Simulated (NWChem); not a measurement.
System: CH2BNO; SMILES BN=C=O

NWChem input:

```
start job
memory heap 200 mb stack 900 mb global 1100 mb
geometry units angstroms noautosym nocenter noautoz
  B     -0.788637    -1.641358     0.628345
  H     -0.192715    -2.304074     1.443668
  H     -1.864823    -1.981816     0.198211
  N     -0.215418    -0.444010     0.168599
  C      0.273054     0.577004    -0.223576
  O      0.748575     1.570819    -0.605266
end
basis spherical
  B library aug-cc-pvdz
  H library aug-cc-pvdz
  N library aug-cc-pvdz
  C library aug-cc-pvdz
  O library aug-cc-pvdz
end
dft
  xc b3lyp
  iterations 150
end
property
  response 1 0.0773
end
task dft property
```

Output (shortened):

```
             Northwest Computational Chemistry Package (NWChem) 7.3.0
             --------------------------------------------------------

                             Geometry "geometry" -> ""
                             -------------------------

 Output coordinates in angstroms (scale by  1.889725989 to convert to a.u.)

  No.       Tag          Charge          X              Y              Z
 ---- ---------------- ---------- -------------- -------------- --------------
    1 B                    5.0000    -0.78863700    -1.64135800     0.62834500
    2 H                    1.0000    -0.19271500    -2.30407400     1.44366800
    3 H                    1.0000    -1.86482300    -1.98181600     0.19821100
    4 N                    7.0000    -0.21541800    -0.44401000     0.16859900
    5 C                    6.0000     0.27305400     0.57700400    -0.22357600
    6 O                    8.0000     0.74857500     1.57081900    -0.60526600

 Effective nuclear repulsion energy (a.u.)      89.4701886848

                              NWChem Property Module
                              ----------------------

                                 NWChem DFT Module
                                 -----------------

 Summary of "ao basis" -> "ao basis" (spherical)
 ------------------------------------------------------------------------------
       Tag                 Description            Shells   Functions and Types
 ---------------- ------------------------------  ------  ---------------------
 B                        aug-cc-pvdz                9       23   4s3p2d
 H                        aug-cc-pvdz                5        9   3s2p
 N                        aug-cc-pvdz                9       23   4s3p2d
 C                        aug-cc-pvdz                9       23   4s3p2d
 O                        aug-cc-pvdz                9       23   4s3p2d

            General Information
            -------------------
          SCF calculation type: DFT
          Wavefunction type:  closed shell.
          No. of atoms     :     6
          No. of electrons :    28
           Alpha electrons :    14
            Beta electrons :    14
          Charge           :     0
          Spin multiplicity:     1
          Use of symmetry is: off; symmetry adaption is: off
          Maximum number of iterations: 150
          AO basis - number of functions:   110
                     number of shells:    46
          Convergence on energy requested:  1.00D-06
          Convergence on density requested:  1.00D-05
          Convergence on gradient requested:  5.00D-04

              XC Information
              --------------
                         B3LYP Method XC Potential
                     Hartree-Fock (Exact) Exchange  0.200
                        Slater Exchange Functional  0.800 local
                    Becke 1988 Exchange Functional  0.720 non-local
              Lee-Yang-Parr Correlation Functional  0.810
                  VWN I RPA Correlation Functional  0.190 local

             Grid Information
             ----------------
          Grid used for XC integration:  medium
          Radial quadrature: Mura-Knowles
          Angular quadrature: Lebedev.
          Tag              B.-S. Rad. Rad. Pts. Rad. Cut. Ang. Pts.
          ---              ---------- --------- --------- ---------
          B                   0.85       49          13.0       434
          H                   0.35       45          14.0       434
          N                   0.65       49          12.0       434
          C                   0.70       49          14.0       434
          O                   0.60       49          15.0       434
          Grid pruning is: on
          Number of quadrature shells:   286
          Spatial weights used:  Erf1

      Superposition of Atomic Density Guess
      -------------------------------------

 Sum of atomic energies:        -192.26835016

      Non-variational initial energy
      ------------------------------

 Total energy =    -194.064492
 1-e energy   =    -437.145082
 2-e energy   =     153.610401
 HOMO         =      -0.328668
 LUMO         =      -0.036888

   convergence    iter        energy       DeltaE   RMS-Dens  Diis-err
 ---------------- ----- ----------------- --------- --------- ---------
 d= 0,ls=0.0,diis     1   -194.0814282813 -2.84D+02  1.66D-02  8.61D-01
 d= 0,ls=0.0,diis     2   -193.9724787277  1.09D-01  6.68D-03  2.23D+00
 d= 0,ls=0.0,diis     3   -194.1706154276 -1.98D-01  2.41D-03  1.22D-01
 d= 0,ls=0.0,diis     4   -194.1756979195 -5.08D-03  1.24D-03  6.26D-02
 d= 0,ls=0.0,diis     5   -194.1822579260 -6.56D-03  3.16D-04  1.87D-03
  Resetting Diis
 d= 0,ls=0.0,diis     6   -194.1825006858 -2.43D-04  3.99D-05  7.26D-06
 d= 0,ls=0.0,diis     7   -194.1825014912 -8.05D-07  2.12D-05  2.13D-06
 d= 0,ls=0.0,diis     8   -194.1825011873  3.04D-07  1.25D-05  4.55D-06
 d= 0,ls=0.0,diis     9   -194.1825017743 -5.87D-07  2.68D-06  4.00D-07

         Total DFT energy =     -194.182501774273
      One electron energy =     -439.307021736012
           Coulomb energy =      181.354551647624
    Exchange-Corr. energy =      -25.700220370704
 Nuclear repulsion energy =       89.470188684820

 Numeric. integr. density =       28.000001219666

                       DFT Final Molecular Orbital Analysis
                       ------------------------------------

 Vector   12  Occ=2.000000D+00  E=-3.969047D-01
              MO Center= -4.4D-01, -9.1D-01,  3.5D-01, r^2= 3.8D+00
   Bfn.  Coefficient  Atom+Function         Bfn.  Coefficient  Atom+Function
  ----- ------------  ---------------      ----- ------------  ---------------
     5      0.296610  1 B  px                 8      0.278166  1 B  px
    24      0.249344  2 H  s                 33     -0.249304  3 H  s
    92     -0.238073  6 O  px                 7      0.220961  1 B  pz
    10      0.207230  1 B  pz                46      0.177959  4 N  px
    94     -0.177292  6 O  pz                25     -0.149749  2 H  s

 Vector   13  Occ=2.000000D+00  E=-3.489714D-01
              MO Center=  1.0D-01,  2.2D-01, -8.6D-02, r^2= 2.4D+00
   Bfn.  Coefficient  Atom+Function         Bfn.  Coefficient  Atom+Function
  ----- ------------  ---------------      ----- ------------  ---------------
    48      0.327413  4 N  pz                94     -0.303484  6 O  pz
    47      0.221973  4 N  py                93     -0.205743  6 O  py
    46     -0.201091  4 N  px                51      0.195832  4 N  pz
    92      0.186396  6 O  px                97     -0.178078  6 O  pz
    50      0.132769  4 N  py                 7      0.129652  1 B  pz

 Vector   14  Occ=2.000000D+00  E=-2.976765D-01
              MO Center= -2.1D-01, -4.4D-01,  1.7D-01, r^2= 3.7D+00
   Bfn.  Coefficient  Atom+Function         Bfn.  Coefficient  Atom+Function
  ----- ------------  ---------------      ----- ------------  ---------------
    46      0.315214  4 N  px                92     -0.270723  6 O  px
    48      0.234743  4 N  pz                24     -0.221248  2 H  s
    33      0.221265  3 H  s                  8     -0.202779  1 B  px
    94     -0.201595  6 O  pz                49      0.184298  4 N  px
     5     -0.174062  1 B  px                95     -0.161709  6 O  px

 Vector   15  Occ=0.000000D+00  E=-8.330168D-02
              MO Center= -5.0D-01, -1.0D+00,  4.0D-01, r^2= 3.9D+00
   Bfn.  Coefficient  Atom+Function         Bfn.  Coefficient  Atom+Function
  ----- ------------  ---------------      ----- ------------  ---------------
     7      0.363315  1 B  pz                10      0.289529  1 B  pz
     6      0.246331  1 B  py                71     -0.233883  5 C  pz
     5     -0.223138  1 B  px                74     -0.210765  5 C  pz
     9      0.196300  1 B  py                 8     -0.177821  1 B  px
    94      0.170274  6 O  pz                70     -0.158555  5 C  py

 Vector   16  Occ=0.000000D+00  E=-9.454567D-03
              MO Center=  1.1D-01,  2.3D-01, -9.1D-02, r^2= 1.1D+01
   Bfn.  Coefficient  Atom+Function         Bfn.  Coefficient  Atom+Function
  ----- ------------  ---------------      ----- ------------  ---------------
    26      0.955978  2 H  s                 35      0.955912  3 H  s
    68     -0.863174  5 C  s                 45      0.817279  4 N  s
    12      0.718699  1 B  py                76      0.624239  5 C  py
     3     -0.614225  1 B  s                 53      0.584277  4 N  py
    91     -0.532467  6 O  s                 25      0.348995  2 H  s

 Vector   17  Occ=0.000000D+00  E= 1.315481D-02
              MO Center= -1.5D+00, -3.0D+00,  1.2D+00, r^2= 1.4D+01
   Bfn.  Coefficient  Atom+Function         Bfn.  Coefficient  Atom+Function
  ----- ------------  ---------------      ----- ------------  ---------------
     4      3.798163  1 B  s                 68     -2.728110  5 C  s
    45      1.782564  4 N  s                 26     -1.744141  2 H  s
    35     -1.744308  3 H  s                 76      0.911506  5 C  py
     3      0.793440  1 B  s                 53      0.583233  4 N  py
    12      0.538843  1 B  py                75      0.436257  5 C  px

     Multipole analysis of the density
     ---------------------------------

[...]

 DFT Linear Response polarizability / au
 Frequency  =       0.0773000 / au
 Wavelength =     589.4353558 / nm
              X              Y              Z
 -----------------------------------------------
 X      34.5887307     14.2428851     -3.7199131
 Y      14.2428833     55.8328448    -12.2077629
 Z      -3.7199120    -12.2077620     30.9151475
 -----------------------------------------------
 Eigenvalues =      29.0762024     67.3370968     24.9234239
 Isotropic   =      40.4455743
 Anisotropic =      40.4972916
 -----------------------------------------------

 Magnetic Dipole Response Matrix (nonzero elements):

 Exiting AOResponse driver routine
```

Level: B3LYP/aug-cc-pVDZ. Coordinates come from a PBE0/def2-SVP optimisation. B3LYP is NWChem's, with the RPA form of VWN correlation.
